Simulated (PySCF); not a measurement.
B(Cl)2(Me) (CH₃BCl₂), SMILES B(Cl)(Cl)C. Atoms are numbered in the order given.

```xyz
7

B     -0.2185     0.1848    -0.1616
Cl     1.4994     0.2962    -0.5077
Cl    -0.7173    -0.8991     1.1268
C     -1.2679     0.9805    -1.0017
H     -2.1823     1.1987    -0.4312
H     -1.5616     0.3370    -1.8519
H     -0.8520     1.9063    -1.4248
```
Charge 0, spin multiplicity 1.

Geometry: ωB97X-D3(BJ)/def2-SVP.

The numbers are results of PBE0/pcJ-1 (PySCF), not measurements.

Isotropic couplings with Fermi-contact, spin-dipole and both spin-orbit terms, one fixed conformer, no vibrational averaging. Isotopes: 11B, 13C, 1H.

Task: Estimate the spin–spin coupling constants. (Estimate from the structure and the level; the computed values follow.)

Result: 
```csv
pair,bonds apart,J (Hz)
B1–C4,1,69.9
C4–H5,1,126.1
C4–H6,1,112.7
C4–H7,1,126.3
B1–H5,2,-6.3
B1–H6,2,-6.3
B1–H7,2,-6.3
H5–H6,2,-18.9
H5–H7,2,-11.4
H6–H7,2,-18.7
```
